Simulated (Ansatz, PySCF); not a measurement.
The pair A = CH4 (SMILES C) (first 5 atoms), B = SO2 (SMILES O=S=O); geometry from B3LYP-D3(BJ)/def2-TZVP.
(charge 0, multiplicity 1):
```
atom    x (Å)    y (Å)    z (Å)
----  -------  -------  -------
C     -0.0231   0.0042  -0.1771
H     -0.0391   0.1236  -1.2593
H      0.8642  -0.5611   0.1065
H      0.0030   0.9859   0.2938
H     -0.9209  -0.5278   0.1362
O     -1.1813   0.4158   3.3292
S      0.0215  -0.3684   3.2447
O      1.2923   0.3042   3.2835
```

Frozen-core correlation. Rows in 6-31G* carry no dispersion term and start afresh at each structure (6-31G* with six Cartesian d functions).

Run with Ansatz (a quantum-chemistry and plane-wave program); PySCF for 6-31G* rows. Values without a source in brackets are computed.

Total energies (hartree), monomers frozen at their geometry in the pair:

```tsv
structure	HF/6-31G*	PBE/def2-TZVPPD	MP2/aug-cc-pV(D+d)Z
AB	-587.3620545	-588.8700025	-588.1622559
A in the pair's basis	-40.1951758	-40.4643353	-40.3679681
B in the pair's basis	-547.1678068	-548.4052797	-547.7930408
A	-40.1950686	-40.4643023	-40.3675095
B	-547.1672383	-548.4052008	-547.7916648
```

Q: Work out the interaction energy without and with the counterpoise correction, and the superposition error, for each level.

A: 
E(AB) − E(A) − E(B), times 627.509 kcal/mol, with the monomers in their own basis and then in the pair's basis:
- HF/6-31G*: 0.16 uncorrected, 0.58 corrected; the monomers gain 0.42 kcal/mol from borrowed functions
- PBE/def2-TZVPPD: -0.31 uncorrected, -0.24 corrected; the monomers gain 0.07 kcal/mol from borrowed functions
- MP2/aug-cc-pV(D+d)Z: -1.93 uncorrected, -0.78 corrected; the monomers gain 1.15 kcal/mol from borrowed functions
